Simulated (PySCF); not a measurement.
# Two-component Hartree-Fock for Br²⁺ (bromine, charge +2)

Start: [Ar] 3d10 4s2 4p3; 4p1/2 filled at m_j = -1/2, +1/2; 4p3/2 filled at m_j = +3/2. Calculated with PySCF 2.14 in x2c-TZVPPall-2c with one added diffuse shell each of s, p, d type (7s8p5d1f, 63 functions): generalised Hartree-Fock with the X2C-1e Hamiltonian and a Gaussian nucleus; spin-orbit coupling (SO) screened by Boettger's factors.

```csv
spinor shell,electrons,"ε, screened SO (eV)",weight of nominal j (screened SO),"rms radius, screened SO (bohr)"
1s1/2,2,-13581.4,1.000,0.0492
2s1/2,2,-1849.8,1.000,0.205
2p1/2,2,-1661.7,1.000,0.180
3s1/2,2,-301.27,1.000,0.587
3p1/2,2,-234.13,0.995,0.600
3p3/2,4,-226.71,0.997,0.611
3d3/2,4,-110.35,0.954,0.648
3d5/2,6,-109.12,0.970,0.649
4s1/2,2,-48.162,1.000,1.72
4p1/2,2,-35.338,0.565,1.97
4p3/2,1,-34.955,1.000,1.98
```

**Question.** Where does 2p3/2 lie, and what is the 2p spin-orbit splitting (screened SO)?

**Answer.** At -1613.5 eV, 48.208 eV above 2p1/2.

| quantity | screened SO |
| --- | --- |
| E (hartree) | -2603.34608 |
| M_J | 3/2 |
| ⟨J²⟩ | 3.751 |
| ⟨L²⟩ | 0.023 |
| ⟨S²⟩ | 3.724 |

Each row is a mean over spinors that exchange with the open shell spreads, by up to 9.547 eV (4s1/2).

Rows whose weight is well below 1 are mixtures of j = l ± 1/2: exchange outweighs spin-orbit coupling there, and the label is only the starting occupation.
